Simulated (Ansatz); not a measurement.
Basis sets compared for `FC(F)(F)c1cc2sc(-c3cc4sc(-c5cc6sc(-c7cc8sc(-c9cc%10sc(-c%11cc%12sc(C(F)(F)F)cc%12s%11)cc%10s9)cc8s7)cc6s5)cc4s3)cc2s1`. Total charge 0; singlet. Geometry r2SCAN-D4/def2-SVP. Ansatz on 11 threads of AMD EPYC 7R13 on a shared host and a whole NVIDIA H100 80GB HBM3; times are rough, and most runs start from earlier orbitals.

Cartesian coordinates in Å:
```
F 8.957 17.252 0.515
C 9.752 16.176 0.668
F 10.674 16.203 -0.308
F 10.394 16.341 1.839
C 8.979 14.902 0.622
C 9.234 13.821 -0.195
C 8.305 12.781 0.048
S 8.037 11.196 -0.601
C 6.659 10.946 0.469
C 5.931 9.707 0.414
C 6.178 8.596 -0.385
C 5.236 7.571 -0.158
S 4.974 5.982 -0.800
C 3.570 5.746 0.240
C 2.839 4.512 0.182
C 3.148 3.355 -0.528
C 2.180 2.349 -0.332
S 1.967 0.723 -0.900
C 0.470 0.553 0.016
C -0.267 -0.677 -0.038
C 0.076 -1.868 -0.672
C -0.917 -2.854 -0.502
S -1.114 -4.500 -1.015
C -2.676 -4.612 -0.205
C -3.430 -5.832 -0.261
C -3.077 -7.046 -0.843
C -4.094 -8.011 -0.692
S -4.293 -9.668 -1.160
C -5.897 -9.728 -0.436
C -6.684 -10.933 -0.477
C -7.879 -11.181 0.190
C -8.373 -12.472 -0.095
S -9.770 -13.378 0.391
C -9.251 -14.735 -0.579
C -10.063 -15.985 -0.605
F -11.344 -15.747 -0.942
F -10.092 -16.599 0.593
F -9.558 -16.856 -1.494
C -8.066 -14.515 -1.247
C -7.567 -13.221 -0.969
S -6.179 -12.305 -1.458
C -6.249 -8.514 0.146
C -5.229 -7.553 0.002
S -5.033 -5.896 0.472
C -3.017 -3.420 0.430
C -2.023 -2.436 0.258
S -1.831 -0.790 0.769
C 0.161 1.712 0.724
C 1.127 2.718 0.523
S 1.337 4.343 1.090
C 3.324 6.858 1.039
C 4.265 7.883 0.810
S 4.524 9.473 1.450
C 6.426 12.047 1.285
C 7.361 13.079 1.043
S 7.619 14.666 1.690
H 10.046 13.803 -0.922
H 7.006 8.544 -1.094
H 4.042 3.258 -1.147
H 1.009 -2.000 -1.223
H -2.122 -7.209 -1.345
H -8.350 -10.459 0.857
H -7.603 -15.259 -1.896
H -7.209 -8.344 0.635
H -3.945 -3.288 0.987
H -0.724 1.804 1.355
H 2.503 6.905 1.756
H 5.616 12.087 2.015
```

B3LYP takes the VWN-RPA correlation. Single mean-field runs in 6-31G, def2-SVP, def2-TZVP are fitted with def2-universal-jkfit.

Binding counts from free atoms (F doublet, C triplet, S triplet, H doublet) in the same basis, without a counterpoise term.

```csv
level,functions,energy (Eh),HOMO (eV),LUMO (eV),binding per atom (eV),wall time
PBE-D4/def2-SVP,892,-6825.4924,-4.61,-3.19,5.65,5.5 s
B3LYP-D4/6-31G,576,-6831.8148,-5.08,-2.75,4.91,3.5 s
PBE0-D4/def2-SVP,892,-6825.9113,-5.36,-2.79,5.46,7 s
```

Estimate the rows for PBE-D4/def2-TZVP (with forces), B3LYP-D4/def2-TZVP, PBE0-D4/def2-TZVP.


```
                         level  functions  energy (Eh)  HOMO (eV)  LUMO (eV)  binding per atom (eV)  wall time
PBE-D4/def2-TZVP (with forces)       1880   -6829.4277      -4.64      -3.26                   5.57       12 s
            B3LYP-D4/def2-TZVP       1880   -6833.9670      -5.12      -2.86                   5.23       14 s
             PBE0-D4/def2-TZVP       1880   -6829.8311      -5.31      -2.79                   5.39       14 s
```
